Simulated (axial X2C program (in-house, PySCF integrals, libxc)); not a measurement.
# Testing model relations on Be₂

A bond curve at the PBE0 level, with spin–orbit coupling, was computed with an in-house all-electron X2C program for linear molecules (integrals from PySCF) (basis Be dyall-cv3z [8s8p3d1f] (cores contracted in-house)) for the state Ω = 0 (closed shell). Its fit gives Re = 2.5059 Å, ωe = 295.6 cm⁻¹, ωexe = 8.87 cm⁻¹ and αe = 1.991e-02 cm⁻¹; the masses are 9.0122 and 9.0122 u. Two-component means X2C with spin–orbit coupling and atomic mean-field Coulomb and Gaunt terms.

Find the reduced mass, Be and the force constant.

From the PBE0 values: μ = 4.5061 u. Be = 16.8576/(μ Re²) = 0.5958 cm⁻¹. k = 5.8918×10⁻⁷ μ ωe² = 0.232 mdyn/Å.

Where do the fundamental and the first overtone lie?

ν(1←0) = ωe − 2ωexe = 277.9 cm⁻¹; ν(2←0) = 2ωe − 6ωexe = 538.0 cm⁻¹.

A Morse curve ties αe to the other constants (Pekeris). How well does that hold?

αe(Morse) = 6Be²/ωe × (√(ωexe/Be) − 1) = 2.059e-02 cm⁻¹; the PBE0 curve gives 1.991e-02 cm⁻¹, a ratio of 1.03.

Estimate De from a Morse curve and compare with the computed well depth of 0.284 eV to Be + Be.

De(Morse) = ωe²/(4ωexe) = 0.305 eV against 0.284 eV computed, a ratio of 1.07. For De the Morse form works well here.

Give B0 and the most populated J at 300 K (kT = 208.5 cm⁻¹).

B0 = Be − αe/2 = 0.5858 cm⁻¹; J(max) ≈ √(kT/2B0) − 1/2 = 12.8, so J = 13, nuclear-spin weights apart.

The state is one determinant whose occupation by symmetry is held fixed; it was picked as the lowest of a PBE0 search that is not exhaustive. De is counted from the lowest determinant-based energies of the atoms at the same level, without counterpoise correction. The levels of this run spread widely (ωe from 113 to 372 cm⁻¹), so these constants depend on the method. The bond is weak, and without diffuse functions and with truncated virtuals even CCSD(T) can be tens of per cent off in De.
